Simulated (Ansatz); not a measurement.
This geometry of AlH7NO2P (12 atoms, charge 0, multiplicity 1) is a first-order saddle point.

Method: Ansatz 0.2.0, RKS PBE0-D4/def2-SVP.

```xyz
12
Properties=species:S:1:pos:R:3
Al -0.156 0.089 0.270
N -0.135 -0.220 2.137
H -0.916 -0.715 2.566
H 0.728 -0.581 2.543
O 1.423 -0.204 -0.341
H 1.672 0.047 -1.232
O -1.620 -0.300 -0.542
H -1.807 -1.187 -0.854
P -0.401 2.425 1.046
H -1.584 3.197 1.075
H 0.619 3.403 1.072
H -0.282 1.297 2.195
```

Which two structures does it join? (They come from a converged band through this point; their orientation in space is the band's.)

Bonds broken: P9–H12. Bonds formed: N2–H12.

Initial state:

```xyz
12
Properties=species:S:1:pos:R:3
Al -0.076 -0.101 0.449
N 0.141 -0.737 2.104
H -0.599 -1.028 2.731
H 1.044 -0.977 2.497
O 1.392 0.146 -0.417
H 1.406 0.140 -1.375
O -1.572 -0.330 -0.385
H -1.952 -1.207 -0.464
P -0.503 2.343 1.037
H -0.779 3.361 0.086
H 0.570 2.981 1.707
H -1.531 2.657 1.963
```

Final state:

```xyz
12
Properties=species:S:1:pos:R:3
Al -0.184 0.449 0.253
N -0.136 -0.013 2.210
H -0.895 -0.679 2.365
H 0.757 -0.482 2.371
O 1.402 -0.185 -0.044
H 1.844 -0.160 -0.893
O -1.572 -0.544 -0.054
H -1.994 -0.634 -0.908
P -0.463 2.771 -0.048
H -1.530 2.857 0.903
H 0.543 3.108 0.913
H -0.230 0.762 2.865
```

How far does it lie above each of them?

0.75 eV above the first and 1.46 eV above the second. This is the barrier of this one path; another mechanism may lie lower. The orbitals stay closed-shell, which can raise the energy where a bond breaks towards radicals; this wasn't checked here.

Run time: 4.6 min on 4 threads of Arm Neoverse V1, with other jobs on the host, peak memory 0.27 GiB.
